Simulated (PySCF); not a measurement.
# Levels of Cu from EOM-EA-GCCSD

Reference: closed-shell Cu⁺, [Ar] 3d10; one electron is added. Calculated with PySCF 2.14, two-component X2C-1e with screened spin-orbit coupling, x2c-TZVPPall-2c with one added diffuse shell each of s, p, d, f type (7s8p5d3f1g, 86 functions); frozen 1s2; of the others 108 kept and the rest restored at second order. No Breit or QED terms. Binding energies in eV.

```json
{"level": "4s1/2", "Koopmans": "6.503", "second order": "7.335", "EOM-CCSD": "7.425", "NIST": "7.726"}
{"level": "4p1/2", "Koopmans": "3.350", "second order": "3.661", "EOM-CCSD": "3.719", "NIST": "3.940"}
{"level": "4p3/2", "Koopmans": "3.326", "second order": "3.630", "EOM-CCSD": "3.687", "NIST": "3.910"}
{"level": "5s1/2", "Koopmans": "2.160", "second order": "2.308", "EOM-CCSD": "2.310", "NIST": "2.378"}
{"level": "4d3/2", "Koopmans": "1.266", "second order": "1.281", "EOM-CCSD": "1.292", "NIST": "1.535"}
{"level": "4d5/2", "Koopmans": "1.265", "second order": "1.280", "EOM-CCSD": "1.297", "NIST": "1.534"}
```

Electric-dipole lines between these computed levels:

| lower | upper | ΔE (eV) | vacuum wavelength (nm) |
| --- | --- | --- | --- |
| 4s1/2 | 4p1/2 | 3.706 | 334.5 |
| 4s1/2 | 4p3/2 | 3.738 | 331.7 |
| 4p1/2 | 5s1/2 | 1.409 | 880.1 |
| 4p1/2 | 4d3/2 | 2.427 | 510.8 |
| 4p3/2 | 5s1/2 | 1.377 | 900.4 |
| 4p3/2 | 4d3/2 | 2.396 | 517.6 |
| 4p3/2 | 4d5/2 | 2.390 | 518.8 |

Only part of the computed levels is shown.

Gaps of this size point to the basis (7s8p5d3f1g), which has few functions of high l to correlate and polarise the inner shells.

The highest levels are limited by the diffuse functions of the basis.
